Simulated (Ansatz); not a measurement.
```yaml
crystal:
  periodic: [true, true, true]
  atoms:
    - {symbol: N, position_ang: [0.305408, -1.948478, -0.617398]}
    - {symbol: B, position_ang: [0.114889, -0.666544, 0.234878]}
    - {symbol: Cl, position_ang: [0.146338, -0.755154, 2.213430]}
    - {symbol: O, position_ang: [-0.098877, 0.671356, -0.524279]}
    - {symbol: C, position_ang: [-0.299516, 2.013238, 0.102654]}
    - {symbol: S, position_ang: [-0.542548, 3.521841, -0.845094]}
    - {symbol: H, position_ang: [0.466423, -2.964326, -0.164226]}
    - {symbol: H, position_ang: [0.290434, -1.916845, -1.743240]}
    - {symbol: H, position_ang: [-0.283430, 1.993058, 1.324236]}
basis:
  gaussian: {orbitals: "6-31G*", fitting: {mean_field: def2-universal-jkfit}}
magnetization: {spin_polarized: true, initial_magnetization: 2}
hamiltonian: {xc: {name: PBE0-DH}}
scf: {lower_state_search: off}
output: {forces: true}
```

```sh
$ ansatz run in.yaml --threads 4 --pin off --events-out ev --progress --plain --max-ram 10444MiB
```

(1) How does Ansatz answer? (An estimate is asked.)

Answers

(1) The calculation gave: The program refused the input.
```
Error: YAML parse error: error: line 2 column 3: crystal: missing field `lattice` (a structure is typed as `lattice` and `atoms`, a molecule's as `atoms` in Å alone, or read from a run's directory, `checkpoint`)
 --> <input>:2:3
1 | crystal:
2 |   periodic: [true, true, true]
3 |   atoms:
4 |     - {symbol: N, position_ang: [0.305408, -1.948478, -0.617398]}
```
